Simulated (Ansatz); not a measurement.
```yaml
crystal:
  periodic: [false, false, false]
  atoms:
    - {symbol: N, position_ang: [-1.175702, 0.602894, 2.041599]}
    - {symbol: Si, position_ang: [-0.176152, -0.375552, 1.053636]}
    - {symbol: C, position_ang: [0.584985, 0.385967, -0.472639]}
    - {symbol: Al, position_ang: [0.991014, -0.633780, -2.107698]}
    - {symbol: Cl, position_ang: [-0.762630, 0.978532, -1.623575]}
    - {symbol: H, position_ang: [-2.139790, 0.759568, 1.798947]}
    - {symbol: H, position_ang: [-0.802007, 1.367034, 2.579533]}
    - {symbol: H, position_ang: [1.000487, -0.812417, 1.854233]}
    - {symbol: H, position_ang: [-1.001158, -1.524297, 0.606746]}
    - {symbol: H, position_ang: [1.203358, 1.265819, -0.291963]}
    - {symbol: H, position_ang: [0.347464, -2.069808, -2.263440]}
    - {symbol: H, position_ang: [2.007132, 0.000840, -3.141381]}
basis:
  gaussian: {orbitals: def2-SVPD}
hamiltonian: {xc: {name: HSE06}, pseudopotentials: {relativity: none}}
accuracy: high
output: {forces: true}
```

```sh
$ ansatz run in.yaml --threads 4 --pin off --events-out ev --progress --plain --max-ram 10444MiB
```

It prints (some lines left out):

```
Functional definition: HSE06
3439 factors; integrals over basis functions are off by at most 3.8e-9 eV
189 factors; integrals over basis functions are off by at most 2.0e-9 eV
mean field evaluation 1: about -29606.0658 eV, gradient 6.1e1 eV
mean field evaluation 2: about -29594.1991 eV, gradient 8.9e1 eV
mean field evaluation 4: about -29614.2574 eV, gradient 2.9e0 eV
mean field evaluation 8: about -29614.4224 eV, gradient 2.4e-1 eV
mean field evaluation 16: about -29614.4226 eV, gradient 4.3e-5 eV
mean field -29614.42260482 eV, -1088.3099573504 hartree, gradient 6.1e-8 eV, S^2 0.000000; 0 other end points of the search recorded, 0 dependent functions left out
reference -29614.42261053 eV, -1088.3099575604 hartree; 32, 32 occupied and 139, 139 virtual orbitals, 3439 factors
Total energy: -29614.42261053 eV, -1088.3099575604 hartree
Atom 0 at    -1.175702     0.602894     2.041599 Å, force    -0.173193     0.156604     0.207846 eV/Å
Atom 1 at    -0.176152    -0.375552     1.053636 Å, force     0.223786    -0.334394    -0.139996 eV/Å
Atom 2 at     0.584985     0.385967    -0.472639 Å, force     0.028882    -0.110538    -0.039618 eV/Å
Atom 3 at     0.991014    -0.633780    -2.107698 Å, force     0.157922    -0.169686    -0.112762 eV/Å
Atom 4 at    -0.762630     0.978532    -1.623575 Å, force    -0.267819     0.187791    -0.107931 eV/Å
Atom 5 at    -2.139790     0.759568     1.798947 Å, force    -0.222098     0.037031    -0.022370 eV/Å
Atom 6 at    -0.802007     1.367034     2.579533 Å, force     0.055351     0.163078     0.145666 eV/Å
Atom 7 at     1.000487    -0.812417     1.854233 Å, force     0.098936    -0.047547     0.081165 eV/Å
Atom 8 at    -1.001158    -1.524297     0.606746 Å, force    -0.074257    -0.104352    -0.031332 eV/Å
Atom 9 at     1.203358     1.265819    -0.291963 Å, force     0.171438     0.243364     0.050452 eV/Å
Atom 10 at     0.347464    -2.069808    -2.263440 Å, force    -0.017947    -0.035465    -0.008128 eV/Å
Atom 11 at     2.007132     0.000840    -3.141381 Å, force     0.018998     0.014116    -0.022990 eV/Å
Dipole moment:    -0.023727     0.316021     0.317201 e Å
```

It took 3.8 s on 4 threads of an AMD EPYC 9R05 on a shared host, with 1.1 GiB of host memory at the peak.
